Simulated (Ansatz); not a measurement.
Be4Te4⁻, that is (BeTe)4 cube with one electron more. Total charge -1; doublet. Geometry PBE-D4/def2-SVP, that of the neutral singlet; atoms count from 1.

```csv
atom,x (Å),y (Å),z (Å)
Be1,0.7455,-0.7144,1.1107
Te2,2.0763,-0.9381,-0.8844
Be3,0.8645,1.1171,-0.5519
Te4,0.5184,1.5869,1.7850
Be5,-1.2883,0.5821,0.5487
Te6,-1.3934,-1.8002,0.8896
Be7,-0.3217,-0.9847,-1.1075
Te8,-1.2013,1.1513,-1.7901
```

In the def2 sets Te takes a core potential; there is no spin–orbit coupling.

Estimate the Mulliken populations from the PBE0/def2-SVP orbitals of Ansatz.


| atom | charge (e) | spin (α − β) |
| --- | --- | --- |
| Be1 | 0.07 | 0.28 |
| Te2 | -0.32 | -0.03 |
| Be3 | 0.07 | 0.28 |
| Te4 | -0.32 | -0.03 |
| Be5 | 0.07 | 0.28 |
| Te6 | -0.32 | -0.03 |
| Be7 | 0.07 | 0.28 |
| Te8 | -0.32 | -0.03 |
Mulliken values depend strongly on the basis.

Where does the spin sit?

Summed by element: Be 1.13, Te -0.13, of 1 unpaired in all. Largest on single atoms: Be5 0.28, Be7 0.28, Be1 0.28.

And the Mayer bond orders between heavy atoms (over 0.3)?

Be1–Te2 0.76 (2.41 Å); Be1–Te4 0.76 (2.41 Å); Be1–Te6 0.76 (2.41 Å); Te2–Be3 0.76 (2.41 Å); Te2–Be7 0.76 (2.41 Å); Be3–Te4 0.76 (2.41 Å); Be3–Te8 0.76 (2.41 Å); Te4–Be5 0.76 (2.41 Å); Be5–Te6 0.76 (2.41 Å); Be5–Te8 0.76 (2.41 Å); Te6–Be7 0.76 (2.41 Å); Be7–Te8 0.76 (2.41 Å).
